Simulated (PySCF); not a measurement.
Compound: [In(CCH)4]-, C₈H₄In (charge -1).
Bonds: In1–C2, In1–C5, In1–C8, In1–C11, C2–C3, C5–C6, C8–C9, C11–C12. Hydrogens: H4 on C3; H7 on C6; H10 on C9; H13 on C12.

Computed by this run: PBE0-D3(BJ)/def2-SVP geometry optimisation, gas phase, def2 core potentials past Kr (PySCF); density fitting, grid level 1; the optimiser is geomeTRIC in internal coordinates, started from a GFN2-xTB structure with every atom displaced at random (about 0.03 Å).

Step 0: E = -13511.8944 eV
```
atom  x, y, z in Å  |  force x, y, z in eV/Å
In1     0.0660   -0.0796    0.0072   -1.005   0.926  -0.251
C2     -0.0135   -0.0183    2.1407    0.057  -0.078  -3.779
C3     -0.0575   -0.0083    3.3272    0.393   0.047   4.445
H4      0.0941    0.0035    4.4016   -0.334   0.003  -0.357
C5      2.0268   -0.0174   -0.7515   -2.140  -0.129   0.815
C6      3.1641    0.0222   -1.1183    3.578  -0.042  -1.183
H7      4.2062    0.0085   -1.4541   -0.748   0.089   0.219
C8     -0.9666    1.7699   -0.7376    1.002  -1.850   0.801
C9     -1.5919    2.7519   -1.0655   -0.213   0.462  -0.331
H10    -2.0946    3.5930   -1.4455   -0.534   0.844  -0.246
C11    -1.0415   -1.7674   -0.6947    2.509   3.965   1.673
C12    -1.5773   -2.7372   -1.0947   -3.330  -5.031  -2.264
H13    -2.1837   -3.5730   -1.4927    0.766   0.795   0.456
```

Step 1: E = -13512.2596 eV
```
atom  x, y, z in Å  |  force x, y, z in eV/Å
In1     0.0355   -0.0442   -0.0043   -0.144   0.177  -0.074
C2     -0.0091    0.0030    2.1593   -0.019  -0.074   0.125
C3     -0.0438    0.0096    3.3839    0.271   0.011  -0.248
H4      0.0407    0.0201    4.4540   -0.151   0.005   0.076
C5      2.0593   -0.0122   -0.7704    0.102  -0.066   0.101
C6      3.2225    0.0145   -1.1518   -0.269  -0.074   0.058
H7      4.2390    0.0103   -1.4908    0.124   0.044  -0.051
C8     -0.9616    1.7427   -0.7231   -0.202   0.172   0.043
C9     -1.5851    2.7424   -1.0619    0.152  -0.110  -0.139
H10    -2.1032    3.6146   -1.4246    0.021  -0.065   0.104
C11    -1.0665   -1.7656   -0.7164    0.168  -0.175  -0.023
C12    -1.6222   -2.7755   -1.1294   -0.010   0.376   0.085
H13    -2.1750   -3.6118   -1.5024   -0.041  -0.221  -0.058
```

Problem. Estimate the geometry and energy of step 2. (The exact step hangs on the optimiser's Hessian estimate; all steps are aligned on step 1, rigid shifts and turns removed.)

Solution. E = -13512.2789 eV, largest force 0.240 eV/Å
```
atom  x, y, z in Å  |  force x, y, z in eV/Å
In1     0.0177   -0.0236   -0.0089   -0.102   0.127  -0.060
C2      0.0042    0.0026    2.1518   -0.032  -0.042   0.156
C3     -0.0180    0.0020    3.3763    0.175   0.016  -0.156
H4      0.0339    0.0073    4.4500   -0.094  -0.002   0.004
C5      2.0429   -0.0207   -0.7580    0.121  -0.030   0.049
C6      3.2055   -0.0076   -1.1408   -0.107  -0.042   0.000
H7      4.2237   -0.0113   -1.4847    0.005   0.023  -0.002
C8     -0.9778    1.7622   -0.7279   -0.108   0.041   0.073
C9     -1.5911    2.7637   -1.0738    0.087  -0.032  -0.112
H10    -2.1073    3.6407   -1.4226    0.000  -0.023   0.059
C11    -1.0573   -1.7594   -0.7174    0.052  -0.225  -0.064
C12    -1.6074   -2.7743   -1.1273   -0.050   0.220   0.039
H13    -2.1386   -3.6337   -1.4945    0.052  -0.031   0.013
```

The energy changes by -0.0192 eV. The first-order estimate −F·Δx gives -0.0257 eV and the mean of the old and new forces, exact on a quadratic surface, -0.0196 eV. The step makes an angle of 71° with the force vector and moves no atom by more than 0.043 Å.

What follows is the cost of the whole optimisation. On an Arm Neoverse N1 with one thread, on a shared host, this took 3.1 min wall and 0.61 GiB of memory at its peak.
